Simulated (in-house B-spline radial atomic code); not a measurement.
Neutral gallium: [Ar] 3d10 4s2 6f1 (an excited or competing configuration)

Level of theory: Dirac-Hartree-Fock, average of configuration, Fermi nucleus of rms radius 3.9973 fm; calculated with a B-spline radial code for spherical atoms.

Z_r = [3n² - l(l+1)]/(2<r>); Z_e = n√(-2ε); the last column is Slater's effective charge. Values are occupation-weighted means over j.

| shell | electrons | ε (eV) | <r> (bohr) | Z_r | Z_e | Slater |
| --- | --- | --- | --- | --- | --- | --- |
| 1s | 2 | -10454 | 0.04858 | 30.88 | 27.72 | 30.70 |
| 2s | 2 | -1349.1 | 0.2167 | 27.69 | 19.92 | 26.85 |
| 2p | 6 | -1170.9 | 0.1905 | 26.24 | 18.55 | 26.85 |
| 3s | 2 | -186.59 | 0.6502 | 20.76 | 11.11 | 19.75 |
| 3p | 6 | -130.59 | 0.6797 | 18.39 | 9.29 | 19.75 |
| 3d | 10 | -39.178 | 0.7902 | 13.29 | 5.09 | 9.85 |
| 4s | 2 | -18.281 | 2.31 | 10.39 | 4.64 | 5.35 |
| 6f | 1 | -0.37812 | 47.97 | 1.00 | 1.00 | 1.00 |

The least bound orbital is 6f7/2 at -0.3781 eV, and it is also the most diffuse (<r> = 47.97 bohr).

Spin-orbit splittings of the orbital energies (j = l + 1/2 above j = l - 1/2 when positive): 2p 27.99 eV, 3p 3.869 eV, 3d 0.5359 eV, 6f 7.839e-08 eV.

For the 1s electron the small component carries 1.26 % of the norm, the zero-frequency Breit interaction raises the level by 14.62 eV, self-energy by 7.525 eV, and vacuum polarisation lowers it by 0.7115 eV.
